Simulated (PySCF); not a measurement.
Si(Cl)(Br)(OH)(OMe) (CH4BrClO2Si), SMILES CO[Si](O)(Cl)Br. Atoms are numbered in the order given.

```xyz
10

C     -2.3624    -0.0848    -1.4047
O     -1.2891     0.7812    -1.0551
Si     0.1855     0.2687    -0.5331
O      0.9163    -0.5865    -1.7522
Cl     1.2460     1.9556    -0.0261
Br    -0.0104    -1.0304     1.2802
H     -2.1015    -0.7255    -2.2745
H     -2.6497    -0.7407    -0.5534
H     -3.2332     0.5443    -1.6747
H      1.7249    -1.0713    -1.5094
```

Geometry: PBE-D3(BJ)/def2-SVP. Other conformers were not sampled.

Method: PBE-D3(BJ)/def2-SVP in PySCF.

Frequencies are harmonic and unscaled.

```csv
mode,ν (cm⁻¹),IR (km/mol),moving atoms (share of kinetic energy)
1,55,3.2,"C 38 %, H 27 %, O 22 %, Br 10 %"
2,93,1.6,H 97 %
3,114,9.4,"C 30 %, H 22 %, O 21 %, Cl 17 %, Br 8 %"
4,135,3.9,"Cl 41 %, Br 20 %, O 14 %, H 10 %"
5,170,25.3,"H 52 %, O 15 %, Cl 12 %, Br 11 %"
6,233,16.6,"O 39 %, Si 24 %, Cl 16 %, C 9 %, H 9 %"
7,247,42.4,"O 62 %, H 26 %"
8,265,25.6,"O 58 %, Br 26 %, H 12 %"
9,327,0.5,"O 39 %, Cl 32 %, H 12 %, C 10 %"
10,416,62.6,"Si 44 %, O 31 %, Br 12 %"
11,584,224.9,"Si 63 %, Cl 25 %, O 10 %"
12,760,88.7,"H 46 %, O 24 %, Si 18 %, C 11 %"
13,808,252.9,"O 34 %, H 31 %, Si 29 %"
14,923,60.5,"Si 40 %, O 38 %, H 18 %"
15,1117,207.8,"O 37 %, C 31 %, H 29 %"
16,1134,0.4,"H 77 %, C 19 %"
17,1168,123.1,"H 48 %, O 27 %, C 23 %"
18,1419,3.6,H 93 %
19,1420,5.0,H 92 %
20,1425,7.0,H 96 %
21,2943,54.0,H 97 %
22,3025,22.2,"H 90 %, C 10 %"
23,3065,17.5,"H 90 %, C 10 %"
24,3764,101.0,H 94 %
```
